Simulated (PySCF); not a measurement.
## C₆ coefficients of unlike pairs at UHF

Calculated with PySCF 2.14 from the dipole response of each species, C₆(A,B) = (3/π) ∫ α_A(iu) α_B(iu) du, in atomic units, from isotropic polarisabilities. For ions this is the dispersion term alone; charge-induced terms of lower order in 1/R come first.

```json
{"species": "F", "configuration": "[He] 2s2 2p5 (2P)", "basis": "aug-cc-pCVTZ-DK with one added diffuse shell each of s, p, d, f type (8s7p5d3f)", "relativity": "spin-free X2C", "α (bohr³)": "3.301", "C₆ (like pair)": "8.577"}
{"species": "Mo", "configuration": "[Kr] 4d5 5s1 (7S)", "basis": "aug-cc-pVTZ-PP with one added diffuse shell each of s, p, d, f, g type with ECP28MDF (7s7p6d4f3g)", "relativity": "core potential", "α (bohr³)": "108.5", "C₆ (like pair)": "1205"}
{"species": "Be", "configuration": "[He] 2s2 (1S)", "basis": "aug-cc-pVDZ-DK (4s3p2d)", "relativity": "spin-free X2C", "α (bohr³)": "44.89", "C₆ (like pair)": "279.3"}
{"species": "Zn⁺", "configuration": "[Ar] 3d10 4s1 (2S)", "basis": "def2-TZVPPD (6s6p4d2f1g)", "relativity": "none", "α (bohr³)": "25.31", "C₆ (like pair)": "106.1"}
```

Estimate C₆ for Zn⁺ with F.

The integral gives 24.42. The combination rule 2 C_A C_B / (C_A α_B/α_A + C_B α_A/α_B) gives 22.86 and the geometric mean 30.17.

No spin-orbit coupling is included.

The other pairs:

| pair | C₆ |
| --- | --- |
| Mo, F | 74.34 |
| Zn⁺, Mo | 351.0 |
| Zn⁺, Be | 169.9 |
| Be, F | 34.75 |
| Be, Mo | 573.9 |
